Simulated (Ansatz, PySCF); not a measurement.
NH3 (SMILES N) and C2H6O (SMILES CCO) are pulled apart as rigid monomers along the line of their centres of mass, from the B3LYP-D3(BJ)/def2-TZVP minimum. Starting geometry (charge 0, multiplicity 1):
```xyz
13

N      0.0276    -0.0664     0.4609
H     -0.9204    -0.3453     0.2349
H      0.2749     0.7025    -0.1520
H      0.6387    -0.8444     0.2399
C     -0.1183    -1.2510     4.2242
C     -0.5005     0.2131     4.0476
O      0.3836     0.9132     3.1942
H     -0.7905    -1.7491     4.9283
H      0.9026    -1.3335     4.6010
H     -0.1721    -1.7842     3.2717
H     -1.5361     0.2840     3.6845
H     -0.4669     0.7240     5.0128
H      0.2772     0.5632     2.2883
```

Interaction energies with rigid monomers; basis-set methods are counterpoise corrected unless marked otherwise.

Rows in 3-21G, 6-31G*, STO-3G carry no dispersion term and start afresh at each structure (6-31G* with six Cartesian d functions).

Programs: Ansatz (Gaussian orbitals); PySCF for 3-21G rows, 6-31G* rows, STO-3G rows, the dispersion terms. Each number belongs to the level named beside it.

```
N1···H13 (Å)  HF/STO-3G (no counterpoise) (kcal/mol)  HF/3-21G (no counterpoise) (kcal/mol)  r2SCAN-D3(BJ)/def2-TZVPPD (kcal/mol)  B3LYP/3-21G (no counterpoise) (kcal/mol)  M06-2X/6-31G* (no counterpoise) (kcal/mol)
------------  --------------------------------------  -------------------------------------  ------------------------------------  ----------------------------------------  ------------------------------------------
1.77                                           -6.07                                      …                                     …                                    -14.98                                       -9.38
1.95                                           -6.32                                 -11.35                                 -7.26                                    -14.47                                       -9.78
2.23                                           -4.90                                  -9.86                                 -6.36                                    -12.14                                       -8.41
2.69                                           -2.55                                  -6.36                                 -4.08                                     -7.58                                       -5.38
3.45                                           -1.01                                  -2.26                                 -1.79                                     -2.37                                       -2.43
```

### Question
Fill in the missing entries.

### Answer

- 1.77, HF/3-21G (no counterpoise) (kcal/mol): -11.09
- 1.77, r2SCAN-D3(BJ)/def2-TZVPPD (kcal/mol): -6.72

Ansatz is a first-principles code.
